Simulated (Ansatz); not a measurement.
## Ligand exchange: SiH3(CH3) + C2H3F2I → SiH3I + C3H6F2

Species: SiH3(CH3) (methylsilane), singlet; C2H3F2I `FCC(F)I`, singlet; SiH3I `[SiH3]I`, singlet; C3H6F2 `CC(F)CF`, singlet. The partners trade CH3 for I: Si–CH3 and C–I bonds give way to Si–I and C–CH3.

Shapes, held fixed at every level: PBE0-D4/def2-TZVP. Flexible molecules stand in one conformer, not always the lowest. Programs: Ansatz 0.2.0. The zero-point and thermal change to 298 K, harmonic and unscaled (PBE0-D4/def2-TZVP), is +5.5 kJ/mol.

| level | kind | ΔH(298 K) (kJ/mol) | less CCSD(T)/def2-TZVPP | CPU time (sum over the molecules) |
| --- | --- | --- | --- | --- |
| SPW92/def2-TZVPP | LDA | -94.0 | +3.7 | 9.8 s |
| PBE-D4/def2-TZVPP | GGA | -89.9 | +7.8 | 18 s |
| B3LYP-D4/def2-TZVPP | global hybrid | -94.9 | +2.8 | 29 s |
| BHLYP-D4/def2-TZVPP | global hybrid | -108.0 | -10.3 | 23 s |
| PBE0-D4/def2-TZVPP | global hybrid | -101.4 | -3.7 | 20 s |
| CCSD(T)/def2-SVP | coupled cluster or CI | -112.6 | -14.9 | 41 s |
| CCSD(T)/def2-TZVPP | coupled cluster or CI | -97.7 | 0.0 | 16 min |

The highest level, CCSD(T)/def2-TZVPP, gives ΔH(298 K) = -97.7 kJ/mol; the levels span -112.6 to -89.9. The column of differences is taken from that level and isn't an error. No measured value is set beside it here. For atoms past krypton def2 sets carry core potentials with scalar relativity. Outer-core shells of I are correlated in most correlated rows, in sets that cover them unevenly. Times are processor times on shared x86 and Arm servers, and rough.
